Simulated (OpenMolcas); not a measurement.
## Mn6+, Tc6+, Re6+: d down the group

```yaml
Program: OpenMolcas
Method: CASSCF
Basis: ANO-R2
Scalar_Hamiltonian: X2C, finite nucleus
Spin-orbit_coupling: RASSI with atomic mean-field integrals over the reference wave functions, term energies averaged over their components
```

Active space for each ion: 1 electron in 10 orbitals (d d).

Computed levels in cm-1 above 2D 3/2:

| Level | Mn6+ | Tc6+ | Re6+ |
| --- | --- | --- | --- |
| 2D 5/2 | 1317 | 3282 | 11247 |
| weight of 2D in the lowest level (%) | 100 | 100 | 100 |

Measured, with the error of the calculation in %. Measured levels: Mn6+ from Corliss and Sugar, J. Phys. Chem. Ref. Data 6, 1253 (1977).

```json
{"Level": "2D 5/2", "Mn6+": "1350 (-2.5)"}
```

The fine-structure level 2D 5/2 changes by a factor of 8.54 from Mn6+ to Re6+.

With one active electron the reference holds no correlation, so core polarisation is missing. With one active electron outside closed inactive shells, the extra shells (4d) add no correlation to the reference (holds for Mn6+). With one active electron outside closed inactive shells, the extra shells (5d) add no correlation to the reference (holds for Tc6+). With one active electron outside closed inactive shells, the extra shells (6d) add no correlation to the reference (holds for Re6+). Computed and measured levels are paired by configuration, term and J; levels that our copy of the source lacks, or whose pairing is in doubt (as where it misses far off the trend of its configuration), stay unpaired and out of the deviations. Levels of configurations outside the active space are missing.
